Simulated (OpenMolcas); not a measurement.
Ti3+: moving the ligands

Ti3+ with 6 ligands (iodide) in octahedral coordination (Oh) at 2.8 Å. A charge of +0.5 e stands 3.2 Å behind each ligand. Ligand basis ANO-RCC-VDZP.

```yaml
Program: OpenMolcas 26.06
Method: CASSCF
Basis: ANO-RCC-VTZP [6s5p3d2f1g]
Scalar_Hamiltonian: DKH2, point nucleus
Active_space: 1 electron in 5 orbitals (3d)
State_averaging: 2S+1 = 2 even, 5 roots
Spin-orbit_coupling: state interaction with AMFI integrals over the reference wave functions
```

Runs around this geometry, states (labels of O, the rotations of Oh). Energies in cm-1 above the lowest state or level, χT in cm3 K/mol; under a threefold ground state the first gap can be a small split of the lowest multiplet, not the spin-orbit step; 10Dq is the gap between the two states.

```csv
R (Å),Ground state,First state of that spin,10Dq,First gap with spin-orbit (degeneracies),χT at 300 K
2.69,2T2,2E 11015,11015,"315.3 (4, 2)",0.393
2.8,2T2,2E 8902,8902,"300.1 (4, 2)",0.407
2.87,2T2,2E 7814,7814,"291.5 (4, 2)",0.416
```

Taking |10Dq| as R^-n, n = -ln(7814 / 11015) / ln(2.87 / 2.69) = 5.3 between the shortest and longest distance. The point-charge formula for a cubic d site gives n = 5.

An orbital triplet at a regular site is open to Jahn-Teller coupling, which can distort the site and quench the lowest spin-orbit gaps and is left out. Ligand-to-metal charge-transfer states are missing. With metal d orbitals alone and no dynamic correlation the field as a rule comes out too small, by tens of per cent, by up to half for chloride and softer ligands. The least metal-like active orbital is 85 % on the metal (Löwdin) and no ligand orbital is active, so the numbers are rough (holds for R = 2.69). No measured value stands beside these numbers; the geometry is a model, was not optimised and need not be the one that this ion takes.
